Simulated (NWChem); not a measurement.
All runs are NWChem calculations. System: sulfur difluoride (F$_{2}$S), charge 0, spin multiplicity 1, at a geometry optimised with PBE0/def2-SVP. Level: evGW@PBE/def2-TZVPD, RI basis def2-tzvpd-rifit, 6 cycles.

Job file:

```
start mol
memory heap 200 mb stack 700 mb global 1700 mb
geometry units angstroms nocenter noautoz
  F      1.227542     0.000000    -0.491554
  S      0.000000     0.000000     0.552998
  F     -1.227542     0.000000    -0.491554
  symmetry group C2v
end
basis spherical
  * library def2-tzvpd
end
basis "ri basis" bse spherical
  * library def2-tzvpd-rifit
end
dft
  xc xpbe96 cpbe96
  iterations 100
  direct
  tolerances tight
end
task dft energy
gw
  evgw 6
  states alpha occ -1 vir -1
end
task dft gw
```

NWChem printed:

```
             Northwest Computational Chemistry Package (NWChem) 7.3.0
             --------------------------------------------------------

                                NWChem Input Module
                                -------------------

 Scaling coordinates for geometry "geometry" by  1.889725989
 (inverse scale =  0.529177249)

 Turning off AUTOSYM since
 SYMMETRY directive was detected!

                             Geometry "geometry" -> ""
                             -------------------------

 Output coordinates in angstroms (scale by  1.889725989 to convert to a.u.)

  No.       Tag          Charge          X              Y              Z
 ---- ---------------- ---------- -------------- -------------- --------------
    1 F                    9.0000     1.22754200     0.00000000    -0.49155400
    2 S                   16.0000     0.00000000     0.00000000     0.55299800
    3 F                    9.0000    -1.22754200     0.00000000    -0.49155400

 Effective nuclear repulsion energy (a.u.)     112.0126917350

            Nuclear Dipole moment (a.u.)
            ----------------------------
        X                 Y               Z
 ---------------- ---------------- ----------------
     0.0000000000     0.0000000000    -0.0000075589

      Symmetry information
      --------------------

 Group name             C2v
 Group number             16
 Group order               4
 No. of unique centers     2

      Symmetry unique atoms

     1    2


 Summary of "ao basis" -> "" (spherical)
 ------------------------------------------------------------------------------
       Tag                 Description            Shells   Functions and Types
 ---------------- ------------------------------  ------  ---------------------
 *                         def2-tzvpd                 on all atoms

 new library libraries.bse/

 Summary of "ri basis" -> "" (spherical)
 ------------------------------------------------------------------------------
       Tag                 Description            Shells   Functions and Types
 ---------------- ------------------------------  ------  ---------------------
[...]
@GW        49         19.927           0.000
@GW        50         20.092           0.000
@GW        51         20.383           0.000
@GW        52         21.521           0.000
@GW        53         21.275           0.000
@GW        54         22.772           0.000
@GW        55         26.491           0.000
@GW        56         26.793           0.000
@GW        57         27.229           0.000
@GW        58         28.583           0.000
@GW        59         30.021           0.000
@GW        60         30.777           0.000
@GW        61         31.422           0.000
@GW        62         35.262           0.000
@GW        63         37.335           0.000
@GW        64         46.274           0.000
@GW        65         46.920           0.000
@GW        66         46.910           0.000
@GW        67         47.004           0.000
@GW        68         48.043           0.000
@GW        69         51.111           0.000
@GW        70         51.782           0.000
@GW        71         55.925           0.000
@GW        72         54.301           0.000
@GW        73         55.677           0.000
@GW        74         55.822           0.000
@GW        75         58.293           0.000
@GW        76         59.197           0.000
@GW        77         65.662           0.000
@GW        78         65.669           0.000
@GW        79         65.674           0.000
@GW        80         65.964           0.000
@GW        81         68.598           0.000
@GW        82         72.557           0.000
@GW        83         74.168           0.000
@GW        84         75.074           0.000
@GW        85         75.305           0.000
@GW        86         77.409           0.000
@GW        87         84.608           0.000
@GW        88         88.741           0.000
@GW        89         96.195           0.000
@GW        90         97.130           0.000
@GW        91         99.416           0.000
@GW        92         99.539           0.000
@GW        93        109.547           0.000
@GW        94        111.749           0.000
@GW        95        118.776           0.000
@GW        96        126.544           0.000
@GW        97        195.743           0.000
@GW        98        195.780           0.000
@GW        99        196.111           0.000
@GW       100        195.858           0.000
@GW       101        196.122           0.000
@GW       102        196.331           0.000
@GW       103        196.502           0.000
@GW       104        196.941           0.000
@GW       105        199.514           0.000
@GW       106        200.263           0.000
@GW       107        200.018           0.000
@GW       108        200.460           0.000
@GW       109        201.193           0.000
@GW       110        201.665           0.000
@GW       111        237.907           0.000
@GW       112        238.352           0.000
@GW       113        238.263           0.000
@GW       114        238.371           0.000
@GW       115        239.741           0.000
@GW       116        239.637           0.000
@GW       117        239.893           0.000
@GW       118        242.212           0.000
@GW       119        247.816           0.000
@GW       120        254.254           0.000
@GW       121        251.845           0.000
@GW       122        264.126           0.000
@GW       123        267.968           0.000
@GW       124        537.461           0.000
@GW       125       1577.708           0.000
@GW       126       1579.685           0.000

     GW Timing Statistics
   ------------------------
   Init.   :          0.1s
     ERIs  :          1.2s
     Distr.:          0.1s
     Vxc   :          0.1s
   Sigma_x :          0.0s
   RPA     :          7.7s
   Wmn     :          4.9s
   Sigma_c :          3.4s
   GW total:         17.5s

 Task  times  cpu:       17.5s     wall:       17.5s

 Total times  cpu:       26.3s     wall:       26.3s
```
